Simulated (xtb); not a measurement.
xtb input file for pivalic acid (C5H10O2), SMILES O=C(O)C(C)(C)C, GFN2-xTB. 

```
$ xtb mol.xyz --gfn 2 --sp --chrg 0 --uhf 0 --json
$ cat mol.xyz
17

C     -0.81049754    -0.94761432     1.25609721
C     -0.01605346    -0.57261949    -0.00000000
C      1.34230890    -1.27128557     0.00000001
C     -0.81049752    -0.94761432    -1.25609721
C      0.19520649     0.93364153     0.00000000
O     -0.96157452     1.61245239    -0.00000000
O      1.25808363     1.49383389     0.00000000
H     -1.77243231    -0.44171787     1.26270751
H     -0.97907906    -2.02169684     1.27652238
H     -0.26174003    -0.66664676     2.15249916
H      1.20786415    -2.34987764     0.00000000
H      1.91441531    -0.98674284     0.87924822
H      1.91441532    -0.98674284    -0.87924821
H     -1.77243230    -0.44171787    -1.26270752
H     -0.26174002    -0.66664676    -2.15249917
H     -0.97907905    -2.02169683    -1.27652240
H     -0.78506613     2.56614888     0.00000000
```

It prints:

```
[banner left out]
          |                Calculation Setup                |
           -------------------------------------------------



           -------------------------------------------------
          |                 G F N 2 - x T B                 |
           -------------------------------------------------

        Reference                      10.1021/acs.jctc.8b01176
      * Hamiltonian:
        H0-scaling (s, p, d)           1.850000    2.230000    2.230000
        zeta-weighting                 0.500000
      * Dispersion:
        s8                             2.700000
        a1                             0.520000
        a2                             5.000000
        s9                             5.000000
      * Repulsion:
        kExp                           1.500000    1.000000
        rExp                           1.000000
      * Coulomb:
        alpha                          2.000000
        third order                    shell-resolved
        anisotropic                    true
        a3                             3.000000
        a5                             4.000000
        cn-shift                       1.200000
        cn-exp                         4.000000
        max-rad                        5.000000


          ...................................................
          :                      SETUP                      :
          :.................................................:
          :  # basis functions                  38          :
          :  # atomic orbitals                  38          :
          :  # shells                           24          :
          :  # electrons                        42          :
          :  max. iterations                   250          :
          :  Hamiltonian                  GFN2-xTB          :
          :  restarted?                      false          :
          :  GBSA solvation                  false          :
          :  PC potential                    false          :
          :  electronic temp.          300.0000000     K    :
          :  accuracy                    1.0000000          :
          :  -> integral cutoff          0.2500000E+02      :
          :  -> integral neglect         0.1000000E-07      :
          :  -> SCF convergence          0.1000000E-05 Eh   :
          :  -> wf. convergence          0.1000000E-03 e    :
          :  Broyden damping             0.4000000          :
          :  net charge                          0          :
          :  unpaired electrons                  0          :
          ...................................................

 iter      E             dE          RMSdq      gap      omega  full diag
   1    -24.1846627 -0.241847E+02  0.372E+00    5.77       0.0  T
   2    -24.2281878 -0.435251E-01  0.192E+00    4.71       1.0  T
   3    -24.2309641 -0.277633E-02  0.112E+00    5.09       1.0  T
   4    -24.2336025 -0.263831E-02  0.160E-01    4.81       1.0  T
   5    -24.2337116 -0.109135E-03  0.723E-02    4.85       1.0  T
   6    -24.2337176 -0.600442E-05  0.126E-02    4.85       1.9  T
   7    -24.2337178 -0.224542E-06  0.427E-03    4.85       5.7  T
   8    -24.2337179 -0.413205E-07  0.176E-03    4.85      13.8  T
   9    -24.2337179 -0.493250E-08  0.752E-04    4.85      32.2  T
  10    -24.2337179 -0.194574E-08  0.236E-04    4.85     102.6  T

   *** convergence criteria satisfied after 10 iterations ***

         #    Occupation            Energy/Eh            Energy/eV
      -------------------------------------------------------------
         1        2.0000           -0.7427239             -20.2105
       ...           ...                  ...                  ...
        15        2.0000           -0.4721644             -12.8482
        16        2.0000           -0.4693974             -12.7730
        17        2.0000           -0.4615155             -12.5585
        18        2.0000           -0.4573845             -12.4461
        19        2.0000           -0.4424308             -12.0392
        20        2.0000           -0.4408588             -11.9964
        21        2.0000           -0.4111055             -11.1868 (HOMO)
        22                         -0.2327591              -6.3337 (LUMO)
        23                          0.0432467               1.1768
        24                          0.0853736               2.3231
        25                          0.0921110               2.5065
        26                          0.1042836               2.8377
       ...                                ...                  ...
        38                          0.6443189              17.5328
      -------------------------------------------------------------
                  HL-Gap            0.1783464 Eh            4.8531 eV
             Fermi-level           -0.3219323 Eh           -8.7602 eV

 SCC (total)                   0 d,  0 h,  0 min,  0.009 sec
 SCC setup                      ...        0 min,  0.000 sec (  1.621%)
 Dispersion                     ...        0 min,  0.000 sec (  1.283%)
 classical contributions        ...        0 min,  0.000 sec (  0.450%)
 integral evaluation            ...        0 min,  0.001 sec ( 14.440%)
 iterations                     ...        0 min,  0.004 sec ( 44.975%)
 molecular gradient             ...        0 min,  0.003 sec ( 35.378%)
 printout                       ...        0 min,  0.000 sec (  1.714%)

         :::::::::::::::::::::::::::::::::::::::::::::::::::::
         ::                     SUMMARY                     ::
         :::::::::::::::::::::::::::::::::::::::::::::::::::::
         :: total energy             -23.956953887875 Eh    ::
         :: gradient norm              0.000154554044 Eh/a0 ::
         :: HOMO-LUMO gap              4.853052800474 eV    ::
         ::.................................................::
         :: SCC energy               -24.233680485668 Eh    ::
         :: -> isotropic ES            0.050431870092 Eh    ::
         :: -> anisotropic ES          0.003593425790 Eh    ::
         :: -> anisotropic XC          0.005722481647 Eh    ::
         :: -> dispersion             -0.010817014944 Eh    ::
         :: repulsion energy           0.276726597792 Eh    ::
         :: add. restraining           0.000000000000 Eh    ::
         :: total charge               0.000000000000 e     ::
         :::::::::::::::::::::::::::::::::::::::::::::::::::::

           -------------------------------------------------
          |                Property Printout                |
           -------------------------------------------------

    * Orbital Energies and Occupations

         #    Occupation            Energy/Eh            Energy/eV
      -------------------------------------------------------------
         1        2.0000           -0.7427239             -20.2105
       ...           ...                  ...                  ...
         9        2.0000           -0.5686503             -15.4738
        10        2.0000           -0.5415584             -14.7366
        11        2.0000           -0.5101555             -13.8820
        12        2.0000           -0.5030951             -13.6899
        13        2.0000           -0.5018135             -13.6550
        14        2.0000           -0.4747299             -12.9181
        15        2.0000           -0.4721644             -12.8482
        16        2.0000           -0.4693974             -12.7730
        17        2.0000           -0.4615155             -12.5585
        18        2.0000           -0.4573845             -12.4461
        19        2.0000           -0.4424308             -12.0392
        20        2.0000           -0.4408588             -11.9964
        21        2.0000           -0.4111055             -11.1868 (HOMO)
        22                         -0.2327591              -6.3337 (LUMO)
        23                          0.0432467               1.1768
        24                          0.0853736               2.3231
        25                          0.0921110               2.5065
        26                          0.1042836               2.8377
        27                          0.1280995               3.4858
        28                          0.1598514               4.3498
        29                          0.1949844               5.3058
        30                          0.2006711               5.4605
        31                          0.2150180               5.8509
        32                          0.2247027               6.1145
       ...                                ...                  ...
        38                          0.6443189              17.5328
      -------------------------------------------------------------
                  HL-Gap            0.1783464 Eh            4.8531 eV
             Fermi-level           -0.3219323 Eh           -8.7602 eV

     #   Z          covCN         q      C6AA      α(0)
     1   6 C        3.761    -0.110    22.643     6.783
     2   6 C        3.900     0.008    20.389     6.419
     3   6 C        3.761    -0.112    22.686     6.790
     4   6 C        3.761    -0.110    22.643     6.783
     5   6 C        2.701     0.357    20.937     7.489
     6   8 O        1.659    -0.378    20.431     6.102
     7   8 O        0.856    -0.409    21.861     6.269
     8   1 H        0.925     0.052     2.295     2.369
     9   1 H        0.925     0.048     2.340     2.392
    10   1 H        0.925     0.041     2.433     2.439
    11   1 H        0.925     0.044     2.400     2.423
    12   1 H        0.925     0.050     2.319     2.382
    13   1 H        0.925     0.050     2.319     2.382
    14   1 H        0.925     0.052     2.295     2.369
    15   1 H        0.925     0.041     2.433     2.439
    16   1 H        0.925     0.048     2.340     2.392
    17   1 H        0.804     0.326     0.647     1.264

 Mol. C6AA /au·bohr⁶  :       2213.597278
 Mol. C8AA /au·bohr⁸  :      47201.840294
 Mol. α(0) /au        :         69.485655


Wiberg/Mayer (AO) data.
largest (>0.10) Wiberg bond orders for each atom

 ---------------------------------------------------------------------------
     #   Z sym  total        # sym  WBO       # sym  WBO       # sym  WBO
 ---------------------------------------------------------------------------
     1   6 C    3.994 --    10 H    0.986     8 H    0.984     9 H    0.983
                             2 C    0.982
     2   6 C    3.991 --     3 C    1.000     4 C    0.982     1 C    0.982
                             5 C    0.947
     3   6 C    3.994 --     2 C    1.000    11 H    0.986    12 H    0.985
                            13 H    0.985
     4   6 C    3.994 --    15 H    0.986    14 H    0.984    16 H    0.983
                             2 C    0.982
     5   6 C    3.904 --     7 O    1.775     6 O    1.128     2 C    0.947
     6   8 O    2.196 --     5 C    1.128    17 H    0.868     7 O    0.171
     7   8 O    2.042 --     5 C    1.775     6 O    0.171
     8   1 H    0.997 --     1 C    0.984
     9   1 H    0.998 --     1 C    0.983
    10   1 H    0.998 --     1 C    0.986
    11   1 H    0.998 --     3 C    0.986
    12   1 H    0.997 --     3 C    0.985
    13   1 H    0.997 --     3 C    0.985
    14   1 H    0.997 --     4 C    0.984
    15   1 H    0.998 --     4 C    0.986
    16   1 H    0.998 --     4 C    0.983
    17   1 H    0.893 --     6 O    0.868
 ---------------------------------------------------------------------------

Topologies differ in total number of bonds
Writing topology from bond orders to xtbtopo.mol

molecular dipole:
                 x           y           z       tot (Debye)
 q only:       -0.692      -0.383       0.000
   full:       -0.751      -0.243      -0.000       2.006
molecular quadrupole (traceless):
Note: The following floating-point exceptions are signalling: IEEE_UNDERFLOW_FLAG IEEE_DENORMAL
normal termination of xtb
                xx          xy          yy          xz          yz          zz
 q only:       -3.501      -4.164       3.205      -0.000       0.000       0.296
  q+dip:       -5.778      -4.544       5.159       0.000       0.000       0.619
   full:       -5.896      -4.755       4.628       0.000       0.000       1.267


           -------------------------------------------------
          | TOTAL ENERGY              -23.956953887875 Eh   |
          | GRADIENT NORM               0.000154554044 Eh/α |
          | HOMO-LUMO GAP               4.853052800474 eV   |
           -------------------------------------------------

------------------------------------------------------------------------
------------------------------------------------------------------------
 total:
 SCF:
```

The run converged.
